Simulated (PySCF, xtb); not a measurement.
W(O)3 anion (O3W), SMILES [O]=[W](=[O])=[O] (connectivity only; charge and spin as stated), charge -1, multiplicity 2.

Harmonic wavenumbers (cm⁻¹) from xtb 6.7.1 with GFN2-xTB at its own minimum, in rising order: 130, 247, 247, 721, 727, 727.

### Question
What does B3LYP-D3(BJ)/def2-SVPD in PySCF 2.14.0 give at its own minimum? (The exact figures need the calculation; the answer reports its results.)

### Answer
154, 297, 297, 882, 882, 942. Paired by order, the mean absolute difference is 109 cm⁻¹ and the zero-point energies are 4.0 and 4.9 kcal/mol.
